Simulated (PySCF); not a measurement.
Interval between two levels of Au(2+) by level of theory

Au(2+) [Xe] 4f14 5d9 [2D5/2, M_J = 5/2] → Au(2+) [Xe] 4f14 5d8 6p1 [4G11/2, M_J = 11/2], as a difference of total energies. Calculation: PySCF 2.14, in x2c-SVPall-2c with one added diffuse shell each of s, d type (8s9p10d2f, 99 functions); the two-component X2C-1e Hamiltonian. Correlated levels: [Kr] 4d10 4f14 frozen; the 22 highest virtual spinors dropped. "Screened" scales the spin-orbit matrix elements by Boettger's factors to mimic the two-electron term; Breit and QED terms are absent.

| method | interval between two levels (cm⁻¹) |
| --- | --- |
| GHF (spin-free) | 109380 |
| GMP2 (spin-free) | 114740 |
| GHF (screened spin-orbit) | 106000 |
| GMP2 (screened spin-orbit) | 111320 |

The labels give the starting determinants; with spin-orbit coupling the two ends relaxed to ⟨J²⟩ = 8.81, ⟨L²⟩ = 6.18, ⟨S²⟩ = 0.90 and ⟨J²⟩ = 35.76, ⟨L²⟩ = 20.57, ⟨S²⟩ = 3.76.
